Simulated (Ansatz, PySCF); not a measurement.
Si(Cl)(F)2(SMe) (CH3ClF2SSi), SMILES CS[Si](F)(F)Cl. Atoms are numbered in the order given.

```xyz
9

C     -2.3807    -0.1014    -0.4736
S     -1.1540     1.2539    -0.4252
Si     0.5407     0.0706    -0.1458
F      0.7960    -0.9180    -1.3896
F      1.8197     1.0289    -0.0081
Cl     0.4085    -1.1181     1.5010
H     -3.3602     0.3722    -0.6199
H     -2.1806    -0.7814    -1.3126
H     -2.3836    -0.6560     0.4745
```

The structure is a stationary point at ωB97X-D3(BJ)/def2-SVP. This is a generated structure with no PubChem entry under its InChIKey; it may be hypothetical. Other conformers were not sampled.

Two levels are set side by side: PBE-D3(BJ)/def2-SVP (Ansatz, a first-principles code) and ωB97X-D3(BJ)/def2-SVP (PySCF). Each level has its own optimised geometry; the coordinates shown are those of the second. Frequencies come from the Hessian of PySCF at each geometry. Differences are taken from unrounded values.

```csv
quantity,ωB97X-D3(BJ),PBE-D3(BJ),PBE-D3(BJ) minus ωB97X-D3(BJ)
mean bond length (Å),1.557,1.571,0.014
bond C1–S2 (Å),1.829,1.844,0.015
bond S2–Si3 (Å),2.086,2.109,0.024
bond Si3–F4 (Å),1.609,1.624,0.014
bond Si3–F5 (Å),1.604,1.618,0.014
bond Si3–Cl6 (Å),2.035,2.056,0.021
bond C1–H7 (Å),1.098,1.105,0.008
bond C1–H8 (Å),1.098,1.106,0.008
bond C1–H9 (Å),1.098,1.106,0.008
highest harmonic wavenumber (cm⁻¹),3214,3112,-102
mean harmonic wavenumber (cm⁻¹),1010,966,-44
zero-point energy (kcal/mol),30.32,29.01,-1.31
```

GGA bonds tend to be longer and softer than those of functionals with exact exchange. Differences between two approximate levels are no errors against the true value.
